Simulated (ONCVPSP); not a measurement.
Configuration tests for Pb (ONCV)

- Element: lead (Pb)
- Generator: ONCVPSP 4.0.1
- Type: optimised norm-conserving Vanderbilt (ONCV)
- Functional: PBE
- Relativity: scalar-relativistic
- Frozen core: [Kr] 4d10 4f14
- Valence charge: 22
- Reference configuration: 5s2 5p6 5d10 6s2 6p2
- Partial waves: 5s+6s: rc 1.45 bohr, ncon 4, nbas 7, qcut 6.5 1/bohr, 2 projectors; 5p+6p: rc 1.70 bohr, ncon 5, nbas 8, qcut 9.5 1/bohr, 2 projectors; 5d: rc 1.35 bohr, ncon 5, nbas 9, qcut 6.1 1/bohr, 2 projectors, debl 1 Ha
- Local potential: polynomial inside 0.85 bohr (lpopt 5, dvloc0 0 Ha)
- Core correction: polynomial model core, fcfact 0.35

Energies are relative to the spin-unpolarised reference configuration 5s2 5p6 5d10 6s2 6p2; without spin polarisation the order of configurations can differ from experiment.

```csv
valence configuration,charge,ΔE all-electron (eV),error AE − PS (meV)
5s2 5p6 5d10 6s1 6p0,+3,52.431,-29
5s2 5p5 5d10 6s2 6p2,+1,92.946,-196
```

(1) What are ΔE and the potential's error for 5s2 5p6 5d10 6s2 6p0?

(2) What are ΔE and the potential's error for 5s2 5p6 5d10 6s2 6p1?

Note: ghosts flagged at negative energy: s at -47.8 eV; GHOST(+) flagged for p at 228.6 eV. A true bound ghost makes a file unfit for plane-wave use.

Results:

(1) ΔE = 20.021 eV all-electron; the error (AE − PS) is -9.6 meV.

(2) ΔE = 6.576 eV all-electron; the error (AE − PS) is -2.9 meV.
